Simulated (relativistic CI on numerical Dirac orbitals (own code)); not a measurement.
## Hyperfine structure of F⁵⁺, mass number 19

Calculated at this level of theory: Dirac-Coulomb-Breit CI, orbitals from a KLI potential per configuration, a model potential for QED, valence Slater integrals scaled by 0.85, P86 correlation energy added to each configuration (own radial code, finite nucleus).

CI space (outside the closed core 1s2): 2s2, 2s 2p, 2p2, 2p 3s, 2p 3p, 2s 3s, 2s 3p, 2s 3d, 2s 4s, 2s 4p, 2s 4d, 2s 4f, 3s2, 3s 3p, 3p2. Levels of other configurations are missing.

Nuclear spin I = 1/2, μ = 2.62832 μN (tables of Stone and Pyykkö). The electronic factors are computed for point nuclear moments, without core polarisation or the Bohr-Weisskopf and QED corrections.

```tsv
Level	E (cm⁻¹)	A (MHz)
2s 2p 3P°_1	97793	27750
2s 2p 3P°_2	98358	22710
2s 2p 1P°_1	183946	7466
2p2 3P_1	253948	-34.12
2p2 3P_2	254443	4662
2p2 1D_2	277711	7512
2s 3s 3S_1	745448	50380
2s 3p 1P°_1	789131	12270
```

Levels with J = 0, under 50 % of one LS term, or S terms without an open s electron are left out. Small factors come from cancelling terms and can be off by tens of per cent or more.

At this charge configurations can still be misplaced by up to about 7 % of their energy. 25 of the 33 excited levels that our extract of the measured tables holds in this range could be paired (the sources list more); they are missed by 1588 cm⁻¹ on average and 6361 at most, and levels without a partner can miss by more.

**Question.** Give the hyperfine levels of 2s 2p 3P°_1 relative to its centre of gravity.

**Answer.** With K = F(F + 1) − I(I + 1) − J(J + 1), E = AK/2: F = 1/2: -27750, F = 3/2: 13870 MHz.
